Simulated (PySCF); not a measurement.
BeBr from Hartree–Fock to correlated methods

State: ²Σ⁺ (doublet), unpaired electrons σ ↑. Set-up: basis Be x2c-TZVPPall, Br x2c-TZVPPall; spin-free X2C with a Gaussian nucleus; PySCF 2.14. De refers to Be + Br in their high-spin ground configurations, without counterpoise correction. The functionals are run spin-unrestricted. A positive dipole means Be(−)Br(+).

```json
{"Level": "UHF", "Re (Å)": "1.980", "ωe (cm⁻¹)": "704", "De (eV)": "2.97", "μ (D)": "-1.07", "CPU s a point (SCF and correlation, without the integrals)": "0.39"}
{"Level": "UHF-MP2", "Re (Å)": "1.973", "ωe (cm⁻¹)": "702", "De (eV)": "3.52", "μ (D)": "n/a", "CPU s a point (SCF and correlation, without the integrals)": "0.72"}
{"Level": "UHF-SCS-MP2", "Re (Å)": "1.978", "ωe (cm⁻¹)": "696", "De (eV)": "3.26", "μ (D)": "n/a", "CPU s a point (SCF and correlation, without the integrals)": "n/a"}
{"Level": "UHF-CCSD", "Re (Å)": "1.976", "ωe (cm⁻¹)": "697", "De (eV)": "2.93", "μ (D)": "n/a", "CPU s a point (SCF and correlation, without the integrals)": "n/a"}
{"Level": "UHF-CCSD(T)", "Re (Å)": "1.978", "ωe (cm⁻¹)": "693", "De (eV)": "3.02", "μ (D)": "n/a", "CPU s a point (SCF and correlation, without the integrals)": "34"}
{"Level": "PBE", "Re (Å)": "1.976", "ωe (cm⁻¹)": "682", "De (eV)": "3.62", "μ (D)": "-0.59", "CPU s a point (SCF and correlation, without the integrals)": "0.96"}
{"Level": "revPBE", "Re (Å)": "1.985", "ωe (cm⁻¹)": "674", "De (eV)": "3.44", "μ (D)": "-0.62", "CPU s a point (SCF and correlation, without the integrals)": "0.66"}
{"Level": "r²SCAN", "Re (Å)": "1.971", "ωe (cm⁻¹)": "693", "De (eV)": "3.80", "μ (D)": "-0.74", "CPU s a point (SCF and correlation, without the integrals)": "1.4"}
{"Level": "B3LYP", "Re (Å)": "1.972", "ωe (cm⁻¹)": "687", "De (eV)": "3.39", "μ (D)": "-0.77", "CPU s a point (SCF and correlation, without the integrals)": "1.2"}
{"Level": "PBE0", "Re (Å)": "1.967", "ωe (cm⁻¹)": "699", "De (eV)": "3.57", "μ (D)": "-0.72", "CPU s a point (SCF and correlation, without the integrals)": "1.6"}
{"Level": "B97-3", "Re (Å)": "1.972", "ωe (cm⁻¹)": "691", "De (eV)": "3.38", "μ (D)": "-0.67", "CPU s a point (SCF and correlation, without the integrals)": "0.94"}
{"Level": "ωB97X", "Re (Å)": "1.975", "ωe (cm⁻¹)": "691", "De (eV)": "3.30", "μ (D)": "-0.90", "CPU s a point (SCF and correlation, without the integrals)": "2"}
{"Level": "B2PLYP", "Re (Å)": "1.971", "ωe (cm⁻¹)": "694", "De (eV)": "3.38", "μ (D)": "-0.90", "CPU s a point (SCF and correlation, without the integrals)": "1.2"}
```

The bond length runs from 1.967 Å (PBE0) to 1.985 Å (revPBE). De spans 2.93 eV (UHF-CCSD, coupled cluster) to 3.80 eV (r²SCAN, meta-GGA). Correlation at CCSD(T) changes the Hartree–Fock bond energy by +0.05 eV; the triples alone change it by +0.09 eV.

Correlated steps freeze 9 core orbitals. Spin–orbit coupling is left out. B2PLYP dipoles, levels and charges come from its SCF part alone. The state is the lowest determinant that a PBE0 search found; another state may lie lower at other levels.

The whole job (state search and all levels along the bond) took about 7.2 min on 1 thread of Arm Neoverse V1 (shared host), peak memory 1.1 GiB.
